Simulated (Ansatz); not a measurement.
`[SiH3][AlH][SnH3]` + H₂O → `[OH][AlH][SiH3]` + `[SnH4]`  (formal hydrolysis of the Al–Sn bond)

Isolated molecules relaxed with PBE0-D4/def2-TZVP in Ansatz; ΔE leaves out vibrations. CBS: MP2 limit from def2 TZ/QZ plus the TZ coupled-cluster correction, frozen cores. This one scheme is used for every species. DFT in def2-TZVPP. Elements past krypton have def2 core potentials. For Sn outer-core shells are correlated without core-valence functions, which leaves a few kJ/mol of doubt a bond. Each species was taken in one conformer, which may not be the lowest.

```
             level  ΔE (kJ/mol)  difference from CCSD(T)/CBS
            PBE-D4        -81.8                          6.2
         revPBE-D4        -82.7                          5.3
          BHLYP-D4        -99.5                        -11.5
           ωB97M-V       -100.7                        -12.7
          PBE-QIDH        -90.8                         -2.8
           LC-ωPBE        -99.0                        -11.0
    MP2/def2-TZVPP        -98.6                        -10.6
CCSD(T)/def2-TZVPP        -96.5                         -8.5
    MP2/def2-QZVPP        -94.0                         -6.0
     MP2/CBS(def2)        -90.0                         -2.0
       CCSD(T)/CBS        -88.0                            0
```

Largest T1 diagnostic among the species: 0.014.

From BLYP to BHLYP (50 % exact exchange), in def2-TZVPP and without D4, ΔE moves by −3.6 kJ/mol. Leaving LDA and LC-ωPBE aside and taking each functional with its dispersion term where it has one, the values, not all of them listed here, spread over 28.6 kJ/mol, from B97M-V to HSE06-D4. LDA lies −3.8 kJ/mol from PBE without D4. The D4 term adds +4.1 kJ/mol with B3LYP and +2.6 kJ/mol with PBE0; it sums over pairs of atoms, weighted by their polarisabilities, and B3LYP, whose exchange is more repulsive, gets the larger term.

B3LYP here is the variant with VWN-RPA as its local correlation; programs differ in this.
